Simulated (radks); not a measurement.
Q: Rb+, configuration [Ar] 3d9.75 4s2 4p6 4d0.25 (fractional occupations, a model configuration). Calculated with a radial shooting solver on a logarithmic mesh with Libxc functionals: Dirac Kohn-Sham, Wu-Cohen GGA, spin-unpolarised, spherical densities, finite nucleus; open shells fill j = l - 1/2 first; Fermi nuclear charge, rms radius 4.2036 fm. Some entries of the table are withheld. Estimate them.

orbital,occ.,eigenvalue (eV),r(max) (bohr)
1s1/2,2,(1),0.02629
2s1/2,2,-2018.659,0.1497
2p1/2,2,(2),0.1173
2p3/2,4,(3),0.1207
3s1/2,2,-308.2610,0.4507
3p1/2,2,-241.5643,0.4400
3p3/2,4,-232.3713,0.4488
3d3/2,4,-115.5577,0.3901
3d5/2,5.75,-113.9886,0.3928
4s1/2,2,(4),1.248
4p1/2,2,-23.6944,(5)
4p3/2,4,-22.7553,(6)
5s1/2,0,-6.4627,3.768
4d3/2,0.25,(7),2.396
4d5/2,0,(8),2.418
5p1/2,0,-4.1709,4.828
5p3/2,0,-4.0988,4.913

A: 
(1) 1s1/2 eigenvalue (eV): -15036.38
(2) 2p1/2 eigenvalue (eV): -1832.576
(3) 2p3/2 eigenvalue (eV): -1771.787
(4) 4s1/2 eigenvalue (eV): -39.3734
(5) 4p1/2 r(max) (bohr): 1.387
(6) 4p3/2 r(max) (bohr): 1.416
(7) 4d3/2 eigenvalue (eV): -4.3079
(8) 4d5/2 eigenvalue (eV): -4.2726
